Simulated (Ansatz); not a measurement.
`C[NH][In]([CH3])[Cl]` and `[CH3][In]([NH2])[Cl]` differ in one atom or group.

Ansatz, PBE0-D4/def2-TZVP geometries, multiplicity 1. Each molecule was computed in one conformer, which needn't be the lowest.

Elements past krypton have def2 core potentials.

```tsv
property	`C[NH][In]([CH3])[Cl]`
HOMO–LUMO gap (PBE/def2-TZVPP) / eV	3.66
HOMO energy (PBE0/def2-TZVPP) / eV	-6.56
LUMO energy (ωB97M-V/def2-TZVPP) / eV	0.67
LUMO energy (PBE/def2-TZVPP) / eV	-1.63
LUMO energy (B3LYP/def2-TZVPP) / eV	-1.07
size of the dipole moment (B3LYP/def2-TZVPP) / D	3.43
```

Q: Give the same properties after the change, and the shifts. (Estimate.)

A: The calculation gave: 
```tsv
property	`[CH3][In]([NH2])[Cl]`	shift
HOMO–LUMO gap (PBE/def2-TZVPP) / eV	4.24	0.58
HOMO energy (PBE0/def2-TZVPP) / eV	-7.32	-0.76
LUMO energy (ωB97M-V/def2-TZVPP) / eV	0.60	-0.07
LUMO energy (PBE/def2-TZVPP) / eV	-1.73	-0.10
LUMO energy (B3LYP/def2-TZVPP) / eV	-1.23	-0.16
size of the dipole moment (B3LYP/def2-TZVPP) / D	3.62	0.19
```

With PBE0 the HOMO falls by 0.76 eV and the LUMO falls by 0.17 eV, so the gap widens by about 0.59 eV. PBE moves the HOMO by -0.68 eV and ωB97M-V by -0.78 eV. Dipoles are sizes alone; their direction can turn.

B3LYP here is the variant with VWN-RPA as its local correlation; programs differ in this.
